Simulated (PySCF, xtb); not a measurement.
W(OH)(H)5 (H6OW), SMILES [OH][WH5], multiplicity 1.

GFN2-xTB (xtb) at its own geometry gives an orbital gap of 4.32 eV and a dipole moment of 2.14 D.

Geometry optimised at PBE0-D3(BJ)/def2-TZVP. The spin state was assumed, not searched. The structure was generated by enumeration; whether it is a known compound was not checked. The def2 effective core potentials stand for the cores of W; spin–orbit coupling is left out.

What does PBE0/def2-TZVPD (PySCF) give? (The exact figures need the calculation; the answer reports its results.)

gap 5.40 eV (levels -7.97 and -2.57 eV), dipole 2.55 D.
